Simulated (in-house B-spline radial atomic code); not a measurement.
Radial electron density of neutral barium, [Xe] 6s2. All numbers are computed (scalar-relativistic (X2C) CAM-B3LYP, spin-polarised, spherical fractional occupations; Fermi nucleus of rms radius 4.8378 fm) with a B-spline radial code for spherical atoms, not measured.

One-electron X2C: radii and densities carry no picture-change correction, so inner-shell <1/r> comes out high (for 1s by about 2 % at Z = 33, 5 % at 54, 10 % at 75, 30 % at 118) and <r> low.

Columns: r (bohr), 4πr²n(r) (electrons per bohr), bar.

```
 0.00071    2.124 #
0.000892     3.03 #
 0.00112    4.297 ##
 0.00141    6.084 ###
 0.00177    8.516 ####
 0.00223    11.87 ######
  0.0028    16.27 ########
 0.00352    22.01 ##########
 0.00443    29.25 ##############
 0.00557     37.9 ##################
   0.007     47.6 ######################
 0.00881    57.63 ###########################
  0.0111    66.58 ###############################
  0.0139    72.51 ##################################
  0.0175    74.21 ###################################
   0.022    71.35 #################################
  0.0277     66.2 ###############################
  0.0348    63.65 ##############################
  0.0437    68.49 ################################
   0.055    81.03 ######################################
  0.0691    93.31 ############################################
  0.0869     94.3 ############################################
   0.109    82.04 ######################################
   0.137    69.96 #################################
   0.173    72.84 ##################################
   0.217    81.59 ######################################
   0.273    72.66 ##################################
   0.343    46.12 ######################
   0.431    28.92 #############
   0.542    30.85 ##############
   0.682    32.19 ###############
   0.857    22.46 ##########
    1.08    12.08 ######
    1.36     7.98 ####
     1.7    6.315 ###
    2.14    3.939 ##
    2.69    1.842 #
    3.39   0.8889 
    4.26    0.608 
    5.35   0.4049 
    6.73   0.1895 
    8.46  0.05531 
    10.6 0.009409 
    13.4 0.0007387 
    16.8 2.767e-05
```

On this grid the curve has 4 maxima, near 0.0175, 0.0869, 0.217, 0.682 bohr.

The 6s up radial function P(r) = rR(r), positive near the nucleus:

```
r (bohr)         P
0.000357  0.005321
0.000565   0.00766
0.000892   0.01093
 0.00141   0.01547
 0.00223   0.02152
 0.00352   0.02909
 0.00557   0.03752
 0.00881   0.04437
  0.0139   0.04429
   0.022   0.02855
  0.0348  -0.00962
   0.055  -0.05731
  0.0869  -0.06247
   0.137   0.02283
   0.217    0.1023
   0.343  -0.01748
   0.542   -0.1502
   0.857   0.06724
    1.36    0.2412
    2.14  -0.08233
    3.39   -0.4768
    5.35    -0.446
    8.46   -0.1663
    13.4  -0.01922
```
